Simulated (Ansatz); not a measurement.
(H2B-mu-PH2)2 (B2P2H8), relaxed as a singlet with RKS PBE-D4/def2-SVP in Ansatz, starting from the GFN2-xTB geometry. Force threshold 0.02 eV/Å.

Start:

| atom | x (Å) | y (Å) | z (Å) |
| --- | --- | --- | --- |
| B1 | -1.0118 | 0.9750 | -0.0895 |
| H2 | -2.1549 | 0.7173 | 0.0861 |
| H3 | -0.7816 | 2.1087 | -0.3451 |
| P4 | -0.1414 | -0.2689 | -1.3310 |
| B5 | 1.0068 | -0.9800 | 0.0908 |
| H6 | 2.1526 | -0.7336 | -0.0830 |
| H7 | 0.7651 | -2.1112 | 0.3474 |
| P8 | 0.1439 | 0.2713 | 1.3305 |
| H9 | 0.4798 | 0.2699 | -2.4496 |
| H10 | -0.9440 | -1.1621 | -2.0278 |
| H11 | 0.9532 | 1.1702 | 2.0116 |
| H12 | -0.4676 | -0.2566 | 2.4597 |

Task: Estimate the energy that the relaxation releases and the steps that it takes.

Result: 4.2 kcal/mol, in 5 steps; 6 s on 4 threads of Intel Xeon on a shared host. No frequencies were taken in this run, so the end may be a saddle point.

Task: Does the start keep its bonding and symmetry?

Result: By distances, no bond broke or formed. The bond that changes most is P8–H11, from 1.39 to 1.43 Å (atoms count from 1). Point group D2h at the start, D2h at the end, both within 0.05 Å; within 0.015 Å the end is C2v.

Task: Predict the relaxed structure.

Result: 
```xyz
12

B    -1.037    0.999   -0.092
H    -2.215    0.733    0.088
H    -0.805    2.170   -0.353
P    -0.140   -0.267   -1.333
B     1.032   -1.004    0.093
H     2.215   -0.756   -0.083
H     0.783   -2.171    0.356
P     0.144    0.271    1.331
H     0.524    0.315   -2.455
H    -0.985   -1.202   -2.003
H     0.996    1.212    1.986
H    -0.511   -0.300    2.465
```
Bond lengths: 4 × B–P 1.99 Å; 4 × B–H 1.22 Å; 4 × H–P 1.43 Å.
